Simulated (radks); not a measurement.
Removal energies from the palladium ion Pd13+, [Ar] 3d10 4s2 4p3, by Delta-SCF beside the eigenvalue of the level emptied. All-electron calculation, non-relativistic Kohn-Sham, PBE, spin-polarised, spherical densities, point nucleus. Program: a radial shooting solver on a logarithmic mesh with Libxc functionals. Open shells are filled with parallel spins first.

| removed from | final configuration | Delta-SCF (eV) | -eigenvalue (eV) |
|---|---|---|---|
| 4p | [Ar] 3d10 4s2 4p2 | 314.24 | 302.10 |
| 4s | [Ar] 3d10 4s1 4p3 | 340.52 | 328.63 |
| 3d | [Ar] 3d9 4s2 4p3 | 645.93 | 618.31 |
| 3p | [Ne] 3s2 3p5 3d10 4s2 4p3 | 818.85 | 793.12 |
